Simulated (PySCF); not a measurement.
**Electronic absorption of [C6H9FNO]+**

C₆H₉FNO (charge +1).
Structure used (GFN2-xTB), in Å, numbered top down from 1:
```xyz
18
C6H9FNO angstrom
C      2.9513   -0.2311   -1.4682
C      2.2666   -0.2697   -0.3473
F      2.1795    0.7881    0.4761
C      1.4948   -1.4654    0.2115
C      0.1752   -1.0748    0.5049
N     -0.8605   -0.6647    0.8015
C     -2.1868   -0.1335    0.8239
O     -2.5482    0.3106   -0.4125
C     -2.1694    1.6423   -0.7454
H      3.0170   -1.0764   -2.1268
H      3.4903    0.6591   -1.7446
H      1.5030   -2.2912   -0.5059
H      1.9760   -1.8009    1.1416
H     -2.1900    0.6407    1.6085
H     -2.8460   -0.9633    1.1114
H     -2.5971    1.8268   -1.7274
H     -2.5817    2.3553   -0.0278
H     -1.0830    1.7543   -0.7957
```

Theory: TDDFT PBE0/def2-SVPD, vertical, gas phase, core orbitals frozen in the response (PySCF 2.14.0, density-fitted response routines).

| state | E (eV) | E (hartree) | f | \|μ\| (D) | main configurations (H = HOMO, L = LUMO) |
| --- | --- | --- | --- | --- | --- |
| S1 | 4.72 | 0.1734 | 0.013 | 0.86 | H→L (99%) |
| S2 | 4.96 | 0.1822 | 0.016 | 0.91 | H→L+1 (99%) |
| S3 | 5.37 | 0.1974 | 0.027 | 1.15 | H-1→L (98%) |
| S4 | 5.60 | 0.2058 | 0.0051 | 0.49 | H-1→L+1 (99%) |
| S5 | 6.31 | 0.2318 | 0.012 | 0.72 | H-2→L (92%) |
| S6 | 6.70 | 0.2463 | 0.046 | 1.34 | H-2→L+1 (95%) |

Triplets, Tamm–Dancoff:

| state | E (eV) | λ (nm) | main configurations (H = HOMO, L = LUMO) |
| --- | --- | --- | --- |
| T1 | 4.17 | 297.0 | H→L (40%), H→L+2 (34%), H→L+1 (23%) |
| T2 | 4.75 | 260.8 | H→L (54%), H→L+1 (38%) |

The lowest singlet comes at 263 nm (455 kJ/mol) in the ultraviolet; it is weak; its leading configuration is HOMO→LUMO (99%). The most intense listed level is S6 at 6.70 eV (185 nm, f = 0.046), 1.98 eV above S1. It is the last of those listed, so stronger ones may follow. Löwdin shares by element: HOMO carbon 76% or more, fluorine 15%; LUMO carbon 46% or more, nitrogen 31%, hydrogen 6% or more (atoms not listed hold the other 17%). Orbital energies (eV): HOMO-3 -14.94, HOMO-2 -13.82, HOMO-1 -12.80, HOMO -12.09, LUMO -6.24, LUMO+1 -6.02, LUMO+2 -3.95. Of the 6 states listed, 5 reach f = 0.01 and none stays under 0.0005. Weighted by f, the mean energy of these states is 5.86 eV. The window holds the lowest 6 singlets.

One conformer stands for the species.
